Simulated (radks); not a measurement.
The numbers below are computed, except where a source is named.
Polarisability of the silicon ion Si5+, [He] 2s2 2p5, at imaginary frequency. Level of theory: scalar-relativistic Kohn-Sham, LDA (Slater exchange, Perdew-Wang correlation), spin-polarised, spherical densities, finite nucleus; open shells are filled with parallel spins first; Fermi nuclear charge, rms radius 3.1224 fm (a radial shooting solver on a logarithmic mesh with Libxc functionals). Response by self-consistent Sternheimer equations with the Hartree and adiabatic LDA kernel, the relativistic mass of each level held fixed and spin-orbit coupling left out.

w (hartree)  alpha1(iw) (bohr^3)
0.00266                   0.1429
0.0143                    0.1429
0.0360                    0.1429
0.0697                    0.1428
0.118                     0.1427
0.186                     0.1424
0.280                     0.1419
0.413                     0.1408
0.605                     0.1386
0.892                     0.1344
1.35                      0.1270
2.12                      0.1146
3.59                     0.09340
6.94                     0.05752
17.5                     0.01730

Static values: alpha1 = 0.1429 bohr^3 (0.02117 angstrom^3; uncoupled 0.1673). C6 = 0.08161, triple-dipole C9 = 0.008044 atomic units. One-pole (London) frequency 4 C6 / (3 alpha1^2) = 5.330 hartree, against 6.842 for minus the highest occupied eigenvalue.
